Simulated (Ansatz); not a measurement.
CH$_{4}$O$_{2}$Si, SMILES `C1O[SiH2]O1`, charge 0, multiplicity 1.

Q: Give a relaxed structure at PBE0-D4/def2-TZVP (Ansatz 0.2.0). (An estimate is asked.)

A: Computed: 
```xyz
8

C    -0.727    0.021    0.816
O    -0.679   -0.826   -0.335
Si    0.705   -0.021   -0.791
O     0.432    0.834    0.612
H    -1.638    0.629    0.818
H    -0.641   -0.562    1.738
H     1.943   -0.837   -0.812
H     0.605    0.762   -2.046
```
Point group C2v.
